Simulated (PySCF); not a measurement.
B3LYP has the VWN-RPA correlation part, as in Gaussian. Delta-SCF ions had no search for a lower state. Excitations are Tamm–Dancoff values on a coarser integration grid. The basis has no diffuse functions, so Rydberg states are missing or too high.

# C₄H₅N, SMILES `[C-]#[N+]CC=C` (N–C–C–C torsion 125°) (charge 0, multiplicity 1)

Computed with B3LYP-D3(BJ)/def2-TZVP in PySCF 2.14.0.

```
Quantity                                                                      Result
-------------------------------------------  ---------------------------------------
HOMO                                                                        -8.04 eV
dipole moment                                                                 3.93 D
LUMO                                                                        -0.69 eV
HOMO–LUMO gap                                                                7.36 eV
S1 excitation (TDA)                                                          7.04 eV
S1 oscillator strength                                                         0.027
brightest of the four lowest singlets (TDA)                                  7.45 eV
T1 excitation (TDA)                                                          4.52 eV
S1–T1 gap (TDA)                                                              2.52 eV
vertical ionisation energy (Delta-SCF)                                      10.31 eV
total energy                                                            -210.2059 Ha
cost                                         about 2.4 core-minutes (a rough figure)
```

```xyz
10

C     -2.5034     1.3547    -0.7991
N     -1.7415     0.5378    -0.4682
C     -0.7868    -0.4362    -0.0484
C      0.4628     0.2046     0.4864
C      1.6759    -0.0690     0.0323
H     -0.5545    -1.0847    -0.8942
H     -1.2614    -1.0506     0.7216
H      0.3181     0.9149     1.2932
H      1.8352    -0.7664    -0.7820
H      2.5556     0.3947     0.4584
```
